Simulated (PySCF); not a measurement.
Species: C4H8OSi.
Geometry (PBE0-D3(BJ)/def2-SVP, Å), atoms numbered from 1 in this order:
```xyz
14
C4H8OSi angstrom
C      2.4314    0.3735    0.3939
O      1.3306   -0.1033   -0.3115
C      0.2107   -0.3117    0.4944
C     -0.9980   -0.7524   -0.2978
C     -2.0177    0.0885   -0.0267
Si    -0.9178    1.1861    1.0029
H      2.7647   -0.3372    1.1768
H      3.2546    0.5222   -0.3185
H      2.2139    1.3426    0.8891
H      0.4432   -1.0202    1.3189
H     -0.9988   -1.6252   -0.9674
H     -3.0439    0.0080   -0.3918
H     -0.5261    2.4892    0.3840
H     -1.2618    1.4322    2.4408
```

Level of theory: PySCF, PBE0-D3(BJ)/def2-SVP geometry optimisation, gas phase.

Take the most abundant isotopes and a rigid rotor. The values belong to one conformer with, in the numbering `[CH3:1][O:2][C@@H:3]1[CH:4]=[CH:5][SiH2:6]1`, C1–O2–C3–C4 177°.

What are A, B and C (cm⁻¹)?

Ia = 89.42, Ib = 232.78, Ic = 299.18 u·Å²; 505379 MHz·u·Å²/I gives 5651, 2171 and 1689 MHz, that is A = 0.18851, B = 0.07242, C = 0.05635 cm⁻¹.

What kind of rotor is it?

An asymmetric top. Ray's parameter κ = (2B − A − C)/(A − C) = -0.757; −1 is the prolate and +1 the oblate limit.

Is it planar, by Δ = Ic − Ia − Ib?

Not planar: Δ = Ic − Ia − Ib = -23.03 u·Å². For a rigid frame Δ = −2 Σ m c², so Σ m c² = 11.51 u·Å² lies off the ab plane: 6.87 from hydrogen and 4.65 from heavier atoms. The atom farthest from that plane is 1.55 Å away.

Which lines would a microwave search look for?

The dipole components are |μa| = 0.20 D, |μb| = 0.35 D, |μc| = 0.79 D. Intensities carry the squares of the components, which stand as 0.06 : 0.20 : 1.00 (a : b : c). Some lines, for components of 0.1 D or more:

```tsv
type	branch	J(Ka,Kc)	MHz	lower level (cm⁻¹)
a	Q	1(1,0) ← 1(1,1)	482	0.245
c	Q	2(1,2) ← 2(0,2)	3045	0.385
c	Q	1(1,1) ← 1(0,1)	3480	0.129
b	Q	1(1,0) ← 1(0,1)	3962	0.129
b	Q	2(1,1) ← 2(0,2)	4491	0.385
a	R	2(1,2) ← 1(1,1)	7239	0.245
b	R	1(1,1) ← 0(0,0)	7341	0.000
c	R	1(1,0) ← 0(0,0)	7823	0.000
a	R	2(1,1) ← 1(1,0)	8202	0.261
c	Q	2(2,1) ← 2(1,1)	10441	0.535
b	Q	2(2,0) ← 2(1,1)	10488	0.535
b	Q	2(2,1) ← 2(1,2)	11887	0.486
c	R	2(1,1) ← 1(0,1)	12165	0.129
b	R	2(2,1) ← 1(1,0)	18644	0.261
c	R	2(2,0) ← 1(1,0)	18690	0.261
c	R	2(2,1) ← 1(1,1)	19125	0.245
b	R	2(2,0) ← 1(1,1)	19172	0.245
```

Estimate the classical rotational partition function at 25 K, 200 K and 500 K.

Point group C1, symmetry number σ = 1; q = (√π/σ)·√((kT/h)³/(ABC)), k/h = 20836.6 MHz/K: 4630 at 25 K, 105000 at 200 K, 414000 at 500 K.

Stationary, but not proved a minimum. Constants of a rigid frame at the computed geometry: no zero-point averaging, no centrifugal distortion. A rigid rotor knows nothing of internal rotation, which can split or shift real lines.
